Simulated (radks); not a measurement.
Task: Radial electron density D(r) = 4 pi r^2 rho(r) of an atom or ion with 34 electrons. Method: scalar-relativistic Kohn-Sham, PBE, spin-unpolarised, spherical densities, point nucleus; computed with a radial shooting solver on a logarithmic mesh with Libxc functionals.

```
   r/bohr * D(r) (the largest magnitude, 50.4, reaches the edge; | marks zero)
 0.004771 |       *
 0.006262 |           *
 0.008154 |                *
   0.0107 |                       *
  0.01394 |                               *
  0.01829 |                                       *
  0.02382 |                                             *
  0.03102 |                                              *
  0.04071 |                                           *
  0.05301 |                                       *
  0.06958 |                                      *
  0.09061 |                                             *
   0.1189 |                                                      *
   0.1549 |                                                     *
   0.2017 |                                         *
   0.2647 |                              *
   0.3447 |                                *
   0.4524 |                                     *
   0.5891 |                              *
   0.7732 |                *
    1.007 |       *
    1.311 |    *
    1.721 |   *
    2.241 |  *
    2.941 |*
     3.83 *
    5.027 *
    6.546 *
```

What is the nuclear charge?

Result: Z = 35. The innermost maximum, from 1s, lies near gamma/Z bohr with gamma = sqrt(1 - (Z/c)^2) = 0.967, here 0.0276 bohr (found: 0.0300), and its height grows with Z. The density is that of the bromine ion Br+ in [Ar] 3d10 4s2 4p4; the configuration itself is not fixed sharply by these data, and Z only to about a unit. D(r) has 3 maxima, at r = 0.0300, 0.134, 0.449 bohr, and minima at 0.0622, 0.284 bohr, inside which lie 2.07, 10.99 electrons.
